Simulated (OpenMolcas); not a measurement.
# Mo³⁺: effect of the basis set

```json
{
 "Program": "OpenMolcas 26.06",
 "Method": "CASSCF",
 "Active space": "3 electrons in 10 orbitals (4d 5d)",
 "State averaging": "2S+1 = 4 even, 10 roots; 2S+1 = 2 even, 40 roots",
 "Spin-orbit coupling": "state interaction with AMFI integrals over the reference wave functions, term energies averaged over their components"
}
```

A. ANO-R2 [7s5p4d2f1g], X2C, finite nucleus; cost of the order of 14 core-seconds
B. ANO-RCC-VTZP [7s6p4d2f1g], DKH2, point nucleus; cost roughly 22 core-seconds
C. ANO-RCC-VQZP [8s7p5d3f2g1h], DKH2, point nucleus; cost of the order of 24 core-seconds

Energies in cm⁻¹ above 4d³ ⁴F_3/2, the measured ground level; measured values from Sugar and Musgrove, J. Phys. Chem. Ref. Data 17, 155 (1988).

```json
{"Level": "4d³ ⁴F_3/2", "A": "0.0", "B": "0.0", "C": "0.0", "Measured": "0.0"}
{"Level": "4d³ ⁴F_5/2", "A": "760", "B": "745", "C": "740", "Measured": "778"}
{"Level": "4d³ ⁴F_7/2", "A": "1737", "B": "1706", "C": "1695", "Measured": "1760"}
{"Level": "4d³ ⁴F_9/2", "A": "2871", "B": "2824", "C": "2806", "Measured": "2865"}
{"Level": "4d³ ⁴P_1/2", "A": "12876", "B": "13005", "C": "13032", "Measured": "10338"}
{"Level": "4d³ ⁴P_3/2", "A": "12975", "B": "13111", "C": "13137", "Measured": "10331"}
{"Level": "4d³ ²G_7/2", "A": "13874", "B": "14050", "C": "14083", "Measured": "11580"}
{"Level": "4d³ ⁴P_5/2", "A": "14108", "B": "14210", "C": "14228", "Measured": "11612"}
{"Level": "4d³ ²G_9/2", "A": "14607", "B": "14780", "C": "14812", "Measured": "12311"}
{"Level": "4d³ ²P_1/2", "A": "18160", "B": "18360", "C": "18393", "Measured": "14348"}
{"Level": "4d³ ²H_9/2", "A": "18453", "B": "18650", "C": "18683", "Measured": "15995"}
{"Level": "4d³ ²H_11/2", "A": "18863", "B": "19063", "C": "19096", "Measured": "16357"}
{"Level": "4d³ ²D_5/2(1)", "A": "20550", "B": "20778", "C": "20810", "Measured": "16809"}
{"Level": "4d³ ²D_3/2(1) [53 %]", "A": "20835", "B": "21035", "C": "21066", "Measured": ""}
{"Level": "4d³ ²F_7/2", "A": "30210", "B": "30540", "C": "30575", "Measured": "24787"}
{"Level": "4d³ ²F_5/2", "A": "30554", "B": "30882", "C": "30917", "Measured": "25100"}
{"Level": "4d³ ²D_5/2(2)", "A": "46529", "B": "47140", "C": "47174", "Measured": "38922"}
{"Level": "4d³ ²D_3/2(2)", "A": "46874", "B": "47489", "C": "47523", "Measured": "39231"}
```

Deviations, from unrounded energies. A percentage is the sum of absolute deviations over the sum of measured energies, with the sign that they share, or ± where signs differ.

```tsv
Against measurement	Levels	A	B	C
mean absolute deviation (cm-1)	16	3200	3400	3400
fine structure of the ground term (%)	3	±0.9	-2.4	-3.0
other terms of the ground configuration (%)	13	+20.6	+21.9	+22.1
```

A lies closest to measurement on these levels and C furthest from it. The largest miss of A in the table is 4d³ ²D_3/2(2), by +7600 cm-1. The ranking rests on the paired levels alone, and a cruder setting can come out closer through cancelling errors.

Among A to C the level of the table that moves most is 4d³ ²D_3/2(2), by 650 cm-1 (lowest in A, highest in C).

Without dynamic correlation excited terms often stand tens of per cent too high (terms of higher spin than the ground term too low), and those without a measured partner can miss by more than the paired ones. Active for correlation alone: 5d; no level in the range computed is led by a configuration that fills it, so any true level of that kind is missing. Measured partners are found by configuration, term and J. A level has none where our copy of the source lacks it or the pairing is in doubt (some pairs that miss far off the trend of their configuration count as doubtful), and it then counts in no deviation. Levels of configurations outside the active space are missing. The table leaves out levels that lie high or whose names do not pair safely across all columns.

A share in square brackets marks a mixed level and gives the weight of the term that names it, the lowest over the columns. A number in round brackets counts repeated terms of one configuration in the order of the reference energies.
